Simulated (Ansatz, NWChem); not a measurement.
# Worked example: InH2(NH2) + SiH3(GeH3) → SiH3(InH2) + GeH3(NH2)

Species: InH2(NH2), singlet; SiH3(GeH3), singlet; SiH3(InH2), singlet; GeH3(NH2), singlet. The partners trade NH2 for SiH3: In–NH2 and Ge–SiH3 bonds give way to In–SiH3 and Ge–NH2.

Shapes, held fixed at every level: PBE0-D4/def2-TZVP. Programs: Ansatz 0.2.0. Electronic energies: no zero-point or thermal term.

At CCSD(T)/def2-TZVPP; 1 Eh = 2625.50 kJ/mol:

| species | energy (Eh) |
| --- | --- |
| InH2(NH2) | -246.543445 |
| SiH3(GeH3) | -2368.247189 |
| SiH3(InH2) | -481.504838 |
| GeH3(NH2) | -2133.280548 |

**Question.** Work out ΔE of the reaction at this level.

**Answer.** 
1. Products less reactants: (-481.504838) + (-2133.280548) − [(-246.543445) + (-2368.247189)] = 0.005248 Eh = +13.8 kJ/mol.

Other levels give -7.7 (HF/def2-SVP) to +16.9 kJ/mol (r2SCAN-D4/def2-TZVPP). No measured value is set beside it here. For atoms past krypton def2 sets carry core potentials with scalar relativity. Relativity is left out for Ge unless named. Correlated rows may include outer-core shells of Ge, In, which these sets cover unevenly.
